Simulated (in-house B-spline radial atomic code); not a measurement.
Successive ionisation energies of erbium; each step leads to the configuration of the next row (after the last: [Ar] 3d6). Dirac energy differences include first-order Breit, QED and recoil terms. NIST's values go from ground level to ground level; the uncertainty of those that are theory runs from under 0.1 % in few-electron ions to several per cent in heavy many-electron ones. Computed with a radial B-spline atomic code at the basis-set limit: Dirac-Hartree-Fock, average of the configuration, finite nuclei.

```json
{"ion": "Er27+", "configuration": "[Kr] 4d5", "ionisation energy (eV)": "993.2", "tabulated value (eV)": "989", "tabulated kind": "tabulated theory", "computed minus tabulated (eV)": "4", "highest orbital": "4d5/2", "largest mean radius (bohr)": "0.49954"}
{"ion": "Er28+", "configuration": "[Kr] 4d4", "ionisation energy (eV)": "?", "tabulated value (eV)": "?", "tabulated kind": "tabulated theory", "computed minus tabulated (eV)": "?", "highest orbital": "?", "largest mean radius (bohr)": "?"}
{"ion": "Er29+", "configuration": "[Kr] 4d3", "ionisation energy (eV)": "1085.6", "tabulated value (eV)": "1092", "tabulated kind": "tabulated theory", "computed minus tabulated (eV)": "-6", "highest orbital": "4d5/2", "largest mean radius (bohr)": "0.49029"}
{"ion": "Er30+", "configuration": "[Kr] 4d2", "ionisation energy (eV)": "1132.7", "tabulated value (eV)": "1142", "tabulated kind": "tabulated theory", "computed minus tabulated (eV)": "-9", "highest orbital": "4d5/2", "largest mean radius (bohr)": "0.48582"}
{"ion": "Er31+", "configuration": "[Kr] 4d1", "ionisation energy (eV)": "1180.5", "tabulated value (eV)": "1188", "tabulated kind": "tabulated theory", "computed minus tabulated (eV)": "-7", "highest orbital": "4d5/2", "largest mean radius (bohr)": "0.4823"}
{"ion": "Er32+", "configuration": "[Ar] 3d10 4s2 4p6", "ionisation energy (eV)": "1389.7", "tabulated value (eV)": "1370", "tabulated kind": "tabulated theory", "computed minus tabulated (eV)": "20", "highest orbital": "4p3/2", "largest mean radius (bohr)": "0.47916"}
{"ion": "Er33+", "configuration": "[Ar] 3d10 4s2 4p5", "ionisation energy (eV)": "1438.1", "tabulated value (eV)": "1416", "tabulated kind": "tabulated theory", "computed minus tabulated (eV)": "22", "highest orbital": "4p3/2", "largest mean radius (bohr)": "0.47569"}
{"ion": "Er34+", "configuration": "[Ar] 3d10 4s2 4p4", "ionisation energy (eV)": "1486.9", "tabulated value (eV)": "1468", "tabulated kind": "tabulated theory", "computed minus tabulated (eV)": "19", "highest orbital": "4p3/2", "largest mean radius (bohr)": "0.47257"}
{"ion": "Er35+", "configuration": "[Ar] 3d10 4s2 4p3", "ionisation energy (eV)": "1536.2", "tabulated value (eV)": "1516", "tabulated kind": "tabulated theory", "computed minus tabulated (eV)": "20", "highest orbital": "4p3/2", "largest mean radius (bohr)": "0.4695"}
{"ion": "Er36+", "configuration": "[Ar] 3d10 4s2 4p2", "ionisation energy (eV)": "?", "tabulated value (eV)": "?", "tabulated kind": "tabulated theory", "computed minus tabulated (eV)": "?", "highest orbital": "?", "largest mean radius (bohr)": "?"}
{"ion": "Er37+", "configuration": "[Ar] 3d10 4s2 4p1", "ionisation energy (eV)": "1636.3", "tabulated value (eV)": "1678", "tabulated kind": "tabulated theory", "computed minus tabulated (eV)": "-42", "highest orbital": "4p3/2", "largest mean radius (bohr)": "0.46351"}
{"ion": "Er38+", "configuration": "[Ar] 3d10 4s2", "ionisation energy (eV)": "1803.4", "tabulated value (eV)": "1803", "tabulated kind": "tabulated theory", "computed minus tabulated (eV)": "0", "highest orbital": "4s1/2", "largest mean radius (bohr)": "0.44588"}
{"ion": "Er39+", "configuration": "[Ar] 3d10 4s1", "ionisation energy (eV)": "?", "tabulated value (eV)": "?", "tabulated kind": "semi-empirical", "computed minus tabulated (eV)": "?", "highest orbital": "?", "largest mean radius (bohr)": "?"}
{"ion": "Er40+", "configuration": "[Ar] 3d10", "ionisation energy (eV)": "3174.4", "tabulated value (eV)": "3157", "tabulated kind": "tabulated theory", "computed minus tabulated (eV)": "17", "highest orbital": "3d5/2", "largest mean radius (bohr)": "0.22213"}
{"ion": "Er41+", "configuration": "[Ar] 3d9", "ionisation energy (eV)": "3289.1", "tabulated value (eV)": "3265", "tabulated kind": "tabulated theory", "computed minus tabulated (eV)": "24", "highest orbital": "3d5/2", "largest mean radius (bohr)": "0.22071"}
{"ion": "Er42+", "configuration": "[Ar] 3d8", "ionisation energy (eV)": "3405.3", "tabulated value (eV)": "3381", "tabulated kind": "tabulated theory", "computed minus tabulated (eV)": "24", "highest orbital": "3d5/2", "largest mean radius (bohr)": "0.21929"}
{"ion": "Er43+", "configuration": "[Ar] 3d7", "ionisation energy (eV)": "3523.2", "tabulated value (eV)": "3505", "tabulated kind": "tabulated theory", "computed minus tabulated (eV)": "18", "highest orbital": "3d5/2", "largest mean radius (bohr)": "0.21789"}
```

Fill in the row of Er28+.

ionisation energy (eV): 1039.0; tabulated value (eV): 1046; computed minus tabulated (eV): -7; highest orbital: 4d5/2; largest mean radius (bohr): 0.49487.

Fill in the row of Er36+.

ionisation energy (eV): 1586.0; tabulated value (eV): 1625; computed minus tabulated (eV): -39; highest orbital: 4p3/2; largest mean radius (bohr): 0.46648.

Fill in the row of Er39+.

ionisation energy (eV): 1857.7; tabulated value (eV): 1858.5; computed minus tabulated (eV): -1; highest orbital: 4s1/2; largest mean radius (bohr): 0.44317.

Where is the largest jump?

From Er39+ to Er40+, by a factor of 1.71 (1857.7 to 3174.4 eV); the highest orbital goes from 4s1/2 to 3d5/2.

Where a p, d or f electron is removed, the computed value is a mean over both j, so it misses the tabulated one by a part of the spin-orbit splitting; averaging over terms and missing correlation add to the gap, relatively most at low charge.
